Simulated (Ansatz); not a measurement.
CH2FGaO, 6 atoms. The species carries charge 0 and has multiplicity 1. Correlated methods include outer-core shells of Ga, which these sets cover unevenly. Scalar relativity is left out up to krypton. The bonds changed during the relaxation, so this is another structure than the one it started from. All runs use 2 threads of an Arm Neoverse V1 on a shared host. Correlated methods freeze the cores.

Task: Give the basis size and wall time and peak host memory of each of these runs in Ansatz. RHF-MP2/def2-QZVPP energy; RKS B3LYP-D4/def2-TZVPP energy and forces; RKS PBE-D4/def2-TZVPP energy and forces; RHF-CCSD(T)/def2-SVP energy; direct RPA on PBE orbitals/def2-TZVPP energy; RKS PBE0-D4/def2-SVP energy; RKS ωB97M-V/def2-QZVPP energy; RKS PBE0-D4/def2-TZVPP energy; RKS PBE0-D4/def2-TZVP frequencies; RKS revPBE-D4/def2-TZVPP energy; RKS PBE0-D4/def2-QZVPP energy; RKS PBE0-D4/def2-TZVP relaxation (8 steps). (An estimate is asked.)

Result: The calculation gave: Other jobs shared the machine, so times are rough.

```csv
level,job,functions,wall time,peak host memory (GiB)
RKS PBE0-D4/def2-SVP,energy,84,1.4 s,0.15
RKS revPBE-D4/def2-TZVPP,energy,169,2 s,0.18
RKS PBE-D4/def2-TZVPP,energy and forces,169,2.4 s,0.18
RKS PBE0-D4/def2-TZVPP,energy,169,2.7 s,0.35
RKS B3LYP-D4/def2-TZVPP,energy and forces,169,3.5 s,0.35
RHF-CCSD(T)/def2-SVP,energy,84,4.2 s,0.26
direct RPA on PBE orbitals/def2-TZVPP,energy,169,5.5 s,0.33
RKS PBE0-D4/def2-QZVPP,energy,320,7 s,0.83
RHF-MP2/def2-QZVPP,energy,320,17 s,1.2
RKS ωB97M-V/def2-QZVPP,energy,320,20 s,1
RKS PBE0-D4/def2-TZVP,relaxation (8 steps),153,31 s,0.33
RKS PBE0-D4/def2-TZVP,frequencies,153,82 s,0.33
```

B3LYP here is the variant with VWN-RPA as its local correlation; programs differ in this.
